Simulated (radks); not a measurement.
Values are calculated unless marked as measured or tabulated.
V8+, configuration [Ne] 3s2 3p3.

Code: a radial shooting solver on a logarithmic mesh with Libxc functionals. Model: scalar-relativistic Kohn-Sham, r2SCAN, spin-polarised, spherical densities, finite nucleus; open shells are filled with parallel spins first; meta-GGA in the generalised Kohn-Sham scheme; Fermi nuclear charge, rms radius 3.6002 fm.

Energy parts (eV):
part                      energy
total                 -25215.786
kinetic                25463.006
electron-nucleus      -57405.975
Hartree                 7828.880
exchange-correlation   -1101.697

Orbitals (lengths in bohr, moments of r in powers of bohr; <r^-3> diverges for s and p1/2):
| orbital | occ. | eigenvalue (eV) | <r^-3> | <r^4> |
|---|---|---|---|---|
| 1s up | 1 | -5564.356 | - | 0.00009101 |
| 1s down | 1 | -5562.025 | - | 0.00009087 |
| 2s up | 1 | -783.5079 | - | 0.02150 |
| 2s down | 1 | -782.4150 | - | 0.02122 |
| 2p up | 3 | -682.8183 | 314.5 | 0.01698 |
| 2p down | 3 | -680.4417 | 313.3 | 0.01680 |
| 3s up | 1 | -222.8192 | - | 1.023 |
| 3s down | 1 | -212.5963 | - | 1.075 |
| 3p up | 3 | -193.2963 | 50.72 | 1.164 |
| 3p down | 0 | -183.4322 | 49.80 | 1.230 |
| 3d up | 0 | -148.5762 | 5.692 | 1.276 |
| 3d down | 0 | -140.0551 | 5.819 | 1.320 |
| 4s up | 0 | -91.6520 | - | 18.84 |
| 4s down | 0 | -84.4137 | - | 17.58 |

The highest occupied level is 3p up at -193.30 eV. The electron density at the nucleus is 9968 e/bohr^3 (large components only). Spin moment in Bohr magnetons: 3.
